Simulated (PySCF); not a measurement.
A PySCF script (with the pyscf-properties extension) for the NMR shieldings of `C=C(C)[C@@H]1CC[C@@H]1N[SiH2]F`, C7H14FNSi, on a GFN2-xTB geometry:

```python
import basis_set_exchange as bse
import numpy as np
from pyscf import gto, dft
from pyscf.prop import nmr

atoms = """
C    -2.460895    0.639063    0.714034
C    -1.478916    0.642442   -0.173281
C    -1.027705    1.897331   -0.858896
C    -0.709603   -0.575002   -0.587793
C    -0.906953   -1.927705    0.120837
C     0.616343   -2.090494    0.220436
C     0.795115   -0.611295   -0.184915
N     1.132829    0.279316    0.889451
Si    2.689333    0.909101    1.199046
F     3.193109    1.492634   -0.215341
H    -2.805647   -0.254793    1.204074
H    -2.980163    1.544892    0.977637
H    -1.156569    1.804376   -1.936891
H    -1.594278    2.757089   -0.512098
H     0.029897    2.065307   -0.664102
H    -0.798280   -0.688873   -1.671730
H    -1.375840   -1.837000    1.097414
H    -1.434629   -2.685813   -0.453765
H     1.026263   -2.781724   -0.512393
H     1.005237   -2.342583    1.205587
H     1.498491   -0.433609   -0.998776
H     0.465058    0.222493    1.642749
H     2.518865    2.028536    2.106492
H     3.747201   -0.033927    1.548270
"""
names = dict.fromkeys(["C", "N", "Si", "F", "H"], "pcSseg-1")
basis = {el: gto.basis.parse(bse.get_basis(n, elements=[el], fmt="nwchem")) for el, n in names.items()}
mol = gto.M(atom=atoms, basis=basis, charge=0, verbose=0)
mf = dft.RKS(mol, xc="PBE0")
mf.grids.level = 2
mf.grids.alignment = dft.numint.BLKSIZE   # the property module wants whole blocks of grid points
mf.conv_tol = 1e-9
mf.kernel()

calc = nmr.RKS(mf)   # GIAO
C = mf.mo_coeff
Co = C[:, mf.mo_occ > 0]
resp = mf.gen_response(singlet=True, hermi=2)
def vind(x):   # induced exchange potential for any number of trial vectors
    d = np.einsum("pi,xij,qj->xpq", C, 2 * x.reshape(-1, C.shape[1], Co.shape[1]), Co, optimize=True)
    return np.einsum("xpq,pi,qj->xij", resp(d - d.transpose(0, 2, 1)), C, Co, optimize=True).ravel()
mo1, _ = nmr.rhf.solve_mo1(calc, with_cphf=vind)
sigma = calc.kernel(mo1)
for i, s in enumerate(sigma):   # ppm
    w = np.linalg.eigvalsh((s + s.T) / 2)
    print("%2d %-2s iso %8.1f  s11 %8.1f  s22 %8.1f  s33 %8.1f" % (i, mol.atom_pure_symbol(i), w.mean(), *w))
```

**Question.** What are the results?

**Answer.** 
```
 0 C  iso     71.0  s11    -35.9  s22     91.5  s33    157.5
 1 C  iso     30.7  s11    -88.7  s22     20.0  s33    161.0
 2 C  iso    160.9  s11    144.7  s22    150.6  s33    187.4
 3 C  iso    140.1  s11    118.4  s22    147.0  s33    154.8
 4 C  iso    166.3  s11    152.3  s22    162.1  s33    184.6
 5 C  iso    155.6  s11    127.7  s22    159.4  s33    179.7
 6 C  iso    137.9  s11    115.0  s22    143.5  s33    155.0
 7 N  iso    209.2  s11    174.5  s22    221.8  s33    231.4
 8 Si iso    371.1  s11    351.9  s22    360.9  s33    400.6
 9 F  iso    373.7  s11    311.1  s22    393.3  s33    416.7
10 H  iso     26.7  s11     23.7  s22     24.7  s33     31.7
11 H  iso     26.3  s11     23.3  s22     25.1  s33     30.5
12 H  iso     30.1  s11     26.2  s22     27.9  s33     36.2
13 H  iso     29.9  s11     25.9  s22     28.1  s33     35.6
14 H  iso     29.2  s11     23.4  s22     30.6  s33     33.5
15 H  iso     28.5  s11     25.4  s22     28.1  s33     32.0
16 H  iso     29.5  s11     26.4  s22     28.3  s33     33.9
17 H  iso     29.7  s11     25.8  s22     26.6  s33     36.7
18 H  iso     29.2  s11     26.0  s22     27.1  s33     34.6
19 H  iso     30.4  s11     26.9  s22     28.1  s33     36.0
20 H  iso     28.1  s11     23.4  s22     29.4  s33     31.5
21 H  iso     30.5  s11     23.2  s22     31.0  s33     37.3
22 H  iso     26.9  s11     23.1  s22     24.7  s33     32.8
23 H  iso     26.4  s11     22.7  s22     24.6  s33     32.1
```

These numbers come from an equivalent density-fitted implementation of the same equations, which agrees with the script to about 0.01 ppm for H and up to a few tenths of a ppm for heavy atoms, so last digits may differ.

**Question.** Turn these shieldings into chemical shifts. Scale: $^{13}$C (σref 186.93), $^{29}$Si (σref 349.16), $^{1}$H (σref 31.72) vs TMS; NH3 for $^{15}$N (σref 267.73); $^{19}$F (σref 170.95) vs CFCl3 (reference shieldings calculated alike).

**Answer.** Averaging equivalent atoms: C 1: 156.2; C 0: 115.9; C 6: 49.1; C 3: 46.8; C 5: 31.3; C 2: 26.0; C 4: 20.6; N 7: 58.5; Si 8: -22.0; F 9: -202.8; H 11: 5.39; H 23: 5.29; H 10: 4.99; H 22: 4.87; H 20: 3.66; H 15: 3.25; H 18: 2.50; H 16: 2.21; H 17: 2.00; H 12/13/14: 1.99; H 19: 1.36; H 21: 1.24 ppm. Unscaled 19F shifts against computed CFCl3 carry errors that often reach 10 to 50 ppm. Experimental scales use liquid or dissolved standards, which lie at an offset from isolated NH3 (liquid NH3: subtract about 20 ppm).

Size and cost of the density-fitted run: 247 basis functions, 70 s wall time on 1 thread of an Arm Neoverse V1, shared host; peak memory 1.1 GiB.
